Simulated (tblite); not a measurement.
Compound: C3H6P3Si (charge -1).
Cartesian coordinates in Å at the GFN2-xTB level; atoms count from 1:
```
atom  x, y, z in Å
C1    -2.8530   -0.3702    0.2666
C2    -1.4737    0.1664   -0.0320
P3    -1.3150    1.7305   -0.7711
P4     0.7689    1.8269   -0.8994
C5     1.1600    0.2833   -0.2017
Si6    2.9507   -0.2141    0.0079
P7    -0.0791   -0.8040    0.3624
H8    -3.0378   -1.2895   -0.2937
H9    -2.9561   -0.6009    1.3292
H10   -3.6108    0.3623   -0.0078
H11    3.5400    0.2754    1.2701
H12    3.8016    0.3129   -1.0688
H13    3.0999   -1.6785    0.0205
```

Level: GFN2-xTB in tblite, geometry and Hessian alike; calculated harmonic values, unscaled, isolated species. The method is semi-empirical: single wavenumbers can be off by several per cent or more. Modes of hydrogen on silicon can be 10 to 20 % off. The optimisation stopped once no atom felt more than 0.01 eV/Å.

Lowest wavenumbers of the output (negative numbers stand for imaginary wavenumbers):
```
mode    cm-1
  1     -34.4
  2     -11.9
  3      92.3
  4     140.9
  5     155.6
  6     274.0
  7     297.0
  8     311.3
```

Q: Is this structure a minimum?

A: Not by this Hessian. 1 mode is imaginary beyond 20i (34i cm⁻¹), and 1 more slightly so (11.9i). The curvature is small, so loose convergence or finite differences may be the whole cause.

Q: Which atoms move in the imaginary modes?

A: 34i: H9 (methyl hydrogen) 35 %, H8 (methyl hydrogen) 35 %, H10 (methyl hydrogen) 28 %; 12i: H11 (Si–H hydrogen) 34 %, H12 (Si–H hydrogen) 32 %, H13 (Si–H hydrogen) 31 %. These are shares of the mass-weighted motion.

Q: What is the remedy?

A: Step along such a mode in both directions, optimise again with tighter thresholds and repeat the frequencies. The zero-point energy of this point (47.3 kcal/mol) counts the 31 real modes alone, and thermal corrections from it aren't those of a minimum.
